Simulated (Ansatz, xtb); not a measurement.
Ranking isomers of C5H5ClS

4 gas-phase structures of C5H5ClS, from a drawn sample of its isomers (lower ones may exist). Each was relaxed with GFN2-xTB:

A. `Cc1cc(Cl)cs1`, a singlet
B. `Cc1csc(Cl)c1`, a singlet
C. `Cc1cscc1Cl`, a singlet
D. `Cc1ccc(Cl)s1`, a singlet

Task: Which do you expect lowest at r2SCAN-D4/def2-SVP, and how would the others follow?

Result: Calculated order at r2SCAN-D4/def2-SVP: C (0.0), A (3.2), D (11.8), B (13.8) kJ/mol. Less than 1 kcal/mol parts C and A; D and B, so the order within those pairs means little.

Energies above the lowest of each column, in kJ/mol; the last columns are at PBE0-D3(BJ)/def2-SVP geometries:

```
structure  GFN2-xTB  HF/STO-3G  r2SCAN-D4/def2-SVP  PBE0-D3(BJ)/def2-SVP  CCSD(T)/def2-SVP + ΔMP2/def2-TZVPP
        C       0.0        0.1                 0.0                   0.0                                 0.0
        A       2.6        0.0                 3.2                   3.3                                 4.4
        D      13.6        6.8                11.8                  12.0                                14.6
        B      11.9        8.1                13.8                  13.8                                14.1
```

Every level run on C puts it lowest or level with the lowest. CCSD(T)/def2-SVP + ΔMP2/def2-TZVPP orders those it was run on as C (0.0), A (4.4), B (14.1), D (14.6) kJ/mol. Less than 1 kcal/mol parts B and D, so the order within that pair means little. Some further structures that were screened fall inside this span and aren't listed. ΔMP2 is the change of the MP2 energy from the smaller to the larger basis.

Over these structures GFN2-xTB departs from r2SCAN-D4/def2-SVP by 1.1 kJ/mol on average once a common shift is removed. A GFN2-xTB relaxation took about 1.3 s and the r2SCAN-D4/def2-SVP energy about 11 s on a shared host (Ansatz 0.2.0, xtb 6.7.1).
